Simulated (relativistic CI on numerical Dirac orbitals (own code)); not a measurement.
## How the errors of a small relativistic CI change along the 22-electron sequence

Levels calculated with a relativistic CI code on KLI orbitals, against measured ones, in five cumulative steps: (1) Dirac-Coulomb, each configuration alone; (2) with Breit and QED terms; (3) with configuration mixing; (4) with scaled Slater integrals; (5) with a P86 correlation estimate. Each ion has its own short list of configurations; levels above 2,000 cm⁻¹ that pair in every step are counted, and ions without enough such levels are left out. The scale is 0.85 up to charge 4 and 0.9 beyond; P86 is a density functional added for each configuration.

Median relative error (%):

| Ion | Ground | Levels | (1) | (2) | (3) | (4) | (5) |
| --- | --- | --- | --- | --- | --- | --- | --- |
| Ti | 3d2 4s2 | 46 | 25.0 | 25.0 | 20.1 | 17.4 | 12.7 |
| V+ | 3d4 | 28 | 18.8 | 18.8 | 18.3 | 20.1 | 9.0 |
| Cr2+ | 3d4 | 63 | 8.1 | 7.9 | 8.0 | 5.3 | 2.0 |
| Mn3+ | 3s2 3d4 | 60 | 2.6 | 2.6 | 2.0 | 2.7 | 1.0 |
| Fe4+ | 3s2 3d4 | 56 | 7.9 | 7.0 | 10.1 | 1.8 | 1.9 |
| Co5+ | 3s2 3d4 | 59 | 2.0 | 2.1 | 2.2 | 0.8 | 2.1 |
| Ni6+ | 3s2 3d4 | 35 | 0.5 | 0.5 | 0.4 | 0.7 | 1.1 |

Mean absolute error (cm⁻¹):

| Ion | (1) | (2) | (3) | (4) | (5) |
| --- | --- | --- | --- | --- | --- |
| Ti | 5533 | 5590 | 2676 | 2660 | 1774 |
| V+ | 5801 | 5741 | 5595 | 6368 | 2571 |
| Cr2+ | 4014 | 3985 | 3851 | 2920 | 903 |
| Mn3+ | 3488 | 3421 | 2944 | 3179 | 1319 |
| Fe4+ | 4854 | 4815 | 4409 | 2074 | 2194 |
| Co5+ | 5220 | 5175 | 4900 | 1145 | 3845 |
| Ni6+ | 2239 | 2152 | 2032 | 2075 | 3540 |

In step (3), fully ab initio, the relative error is 20.1 % for Ti and 0.4 % for Ni6+, while the absolute error goes from 2676 to 2032 cm⁻¹. The relative error falls from the first to the last ion but not steadily, and the ground configuration changes on the way. The sets of levels differ from ion to ion, which blurs the trend. Mixing (step 3) lowers the mean absolute error for 7 of the 7 ions and scaling (step 4) for 4. The P86 step changes the mean absolute error by a factor of 0.7 for the first ion and 1.7 for the last.

Sources of the measured levels: Ti, NIST Handbook of Basic Atomic Spectroscopic Data (Sansonetti and Martin, J. Phys. Chem. Ref. Data 34, 1559 (2005)); V+, NIST Handbook of Basic Atomic Spectroscopic Data (Sansonetti and Martin, J. Phys. Chem. Ref. Data 34, 1559 (2005)); Cr2+, Sugar and Corliss, J. Phys. Chem. Ref. Data 6, 317 (1977); Mn3+, Corliss and Sugar, J. Phys. Chem. Ref. Data 6, 1253 (1977); Fe4+, Corliss and Sugar, J. Phys. Chem. Ref. Data 11, 135 (1982); Co5+, Sugar and Corliss, J. Phys. Chem. Ref. Data 10, 1097 (1981); Ni6+, Corliss and Sugar, J. Phys. Chem. Ref. Data 10, 197 (1981).
